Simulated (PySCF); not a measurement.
Low-lying terms of Hg²⁺ (mercury, charge +2)

Ground state [Xe] 4f14 5d10, ¹S. Computed with PySCF 2.14 in def2-TZVPPD with one added diffuse shell each of s, p, d, f type with the def2 core potential (60 electrons) (7s7p4d3f1g, 78 functions), with a scalar-relativistic core potential. Vertical excitation energies in eV without spin-orbit coupling; excited terms of each kind are numbered among those the solver found. Frozen: 5s2 5p6.

```tsv
term	leading excitation	EOM-EE-CCSD
1 3D	5d → s	6.388
1 1D	5d → s	7.163
1 3P°	5d → p	14.829
1 3F°	5d → p	15.218
1 1F°	5d → p	15.523
1 1D°	5d → p	15.828
1 3D°	5d → p	15.889
1 1P°	5d → p	16.137
2 3D	5d → s	23.024
2 1D	5d → s	23.163
```

The spin-orbit splitting of the hole, absent here, rivals or exceeds the spacing of these terms, so the LS terms are model states.

The solver can miss terms. Rydberg members are limited by the diffuse functions of the basis.
